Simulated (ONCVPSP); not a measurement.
# What one change does to a pseudopotential (Zn (Z = 30), ONCV)

```json
{
  "Element": "zinc",
  "Generator": "ONCVPSP 4.0.1",
  "Type": "optimised norm-conserving Vanderbilt (ONCV)",
  "Functional": "LDA (Perdew-Wang 92)",
  "Relativity": "scalar-relativistic",
  "Frozen core": "[Ne]",
  "Valence charge": "20",
  "Reference configuration": "3s2 3p6 3d10 4s2",
  "Partial waves": "3s+4s: rc 1.20 bohr, ncon 5, nbas 9, qcut 11.2 1/bohr, 2 projectors; 3p: rc 0.80 bohr, ncon 4, nbas 8, qcut 18.8 1/bohr, 2 projectors, debl 2.2 Ha; 3d: rc 0.90 bohr, ncon 4, nbas 8, qcut 19.7 1/bohr, 2 projectors, debl 1.8 Ha",
  "Local potential": "polynomial inside 0.65 bohr (lpopt 1, dvloc0 4 Ha)",
  "Core correction": "Teter function, fcfact 2, rcfact 1.25"
}
```

In the p channel the program set the typed energies aside and used -3.060, 0.250 Ha.

All-electron outer shells of the reference configuration (LDA (PZ), scalar-relativistic, ld1.x):

```json
{"shell": "2p", "level (eV)": "-1003.46", "outermost node (bohr)": "–", "outermost maximum (bohr)": "0.15"}
{"shell": "3s", "level (eV)": "-128.62", "outermost node (bohr)": "0.28", "outermost maximum (bohr)": "0.59"}
{"shell": "3p", "level (eV)": "-83.26", "outermost node (bohr)": "0.25", "outermost maximum (bohr)": "0.59"}
{"shell": "3d", "level (eV)": "-10.42", "outermost node (bohr)": "–", "outermost maximum (bohr)": "0.56"}
{"shell": "4s", "level (eV)": "-6.23", "outermost node (bohr)": "0.85", "outermost maximum (bohr)": "2.09"}
```

Change: s: ncon 4, nbas 8.

Cutoffs: the cutoffs (Ha) at which the residual kinetic energy of the hardest occupied pseudo-wave falls to 1 and 0.1 mHa per electron; they do not see the model core or the augmentation charge, which bear on the density cutoff. Errors are all-electron minus pseudo energies relative to the spin-unpolarised reference configuration.

Question: What does the change do?

Answer: The potential gets neither clearly harder nor softer (134 Ha and 154 Ha → 134 Ha and 154 Ha); the d channel sets the loose cutoff, while the largest relative change is in s, which becomes softer; the errors of the 4 common tests hardly move; neither file shows a bound ghost.

```tsv
quantity	base	changed
cutoff, loose	134 Ha	134 Ha
cutoff, tight	154 Ha	154 Ha
loose cutoff by channel	s 46 Ha, p 100 Ha, d 134 Ha	s 39 Ha, p 100 Ha, d 134 Ha
bound ghosts	none	none
GHOST(+) flags under 300 eV	none	none
error for 3s2 3p6 3d10 4s1, meV [ΔE 10.18 eV]	-0.4	-0.4
error for 3s2 3p6 3d10 4s0, meV [ΔE 28.95 eV]	+0.4	+0.4
error for 3s2 3p6 3d9 4s0, meV [ΔE 69.84 eV]	-9.0	-9.4
error for 3s2 3p6 3d10 4s1.5, meV [ΔE 4.08 eV]	-0.2	-0.2
s: phases at 1.22 bohr within 0.05 rad from the reference energy up to (Ha; the scan ends near 5)	to the end of the scan	to the end of the scan
p: phases at 0.81 bohr within 0.05 rad from the reference energy up to (Ha; the scan ends near 5)	to the end of the scan	to the end of the scan
d: phases at 0.91 bohr within 0.05 rad from the reference energy up to (Ha; the scan ends near 5)	to the end of the scan	to the end of the scan
rms error of d²Exc/dni dnj with the model core, mHa	1.73	1.72
```
